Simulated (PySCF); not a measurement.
A calculated (PBE0, PySCF 2.14, aug-cc-pwCVTZ-DK, the spin-free X2C one-electron Hamiltonian (Gaussian nucleus)) atom or ion has these occupied shells.

| shell | electrons | orbital energy (eV) | rms radius, mean of both spins (bohr) |
| --- | --- | --- | --- |
| 1s α | 1 | -8927.4 | 0.0601 |
| 1s β | 1 | -8927.3 | 0.0601 |
| 2s α | 1 | -1115.5 | 0.255 |
| 2s β | 1 | -1113.8 | 0.255 |
| 2p α | 3 | -966.39 | 0.228 |
| 2p β | 3 | -965.06 | 0.228 |
| 3s α | 1 | -156.60 | 0.757 |
| 3s β | 1 | -153.02 | 0.757 |
| 3p α | 3 | -112.16 | 0.800 |
| 3p β | 3 | -108.39 | 0.800 |
| 3d α | 5 | -40.761 | 0.977 |
| 3d β | 3 | -38.481 | 0.977 |
| 4s α | 1 | -26.271 | 2.34 |

Q: Name the element and its charge.

A: Cu²⁺ (copper, charge +2), in [Ar] 3d8 4s1, high-spin 4F determinant (an excited configuration).
